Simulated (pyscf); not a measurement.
Optimised with ωB97X-D3(BJ)/def2-SVP in PySCF. MP2 and CC: frozen core, UHF for open shells. ΔMP2 is the change of the MP2 total energy from the triple- to the quadruple-zeta basis.

**Question.** Estimate the classical barrier height and the reaction energy of [H₂C=Sn–OH]• → [H₃C–Sn=O]• at CCSD(T)/def2-TZVPP + ΔMP2(QZVPP). The step runs on the doublet surface, breaks H–O and forms C–H; take the reactant's lowest minimum found as zero.

**Answer.** ΔE‡ = 34.0 kcal/mol, ΔE = +10.9 kcal/mol. Zero-point energy shifts the barrier by -2.3 kcal/mol. It is a hydrogen shift, with an imaginary mode of 2098i cm⁻¹. One saddle was located; it need not be the lowest between these sides. The CCSD(T) − MP2 part came from Ansatz, without density fitting, on the same reference. The frozen core leaves the outer d or s,p core shells of the metals and heavy elements correlated in the MP2 and CC values, and def2-TZVPP describes them poorly, which can shift differences by a few kcal/mol. Elements past Kr carry the def2 core potentials, without spin-orbit coupling.
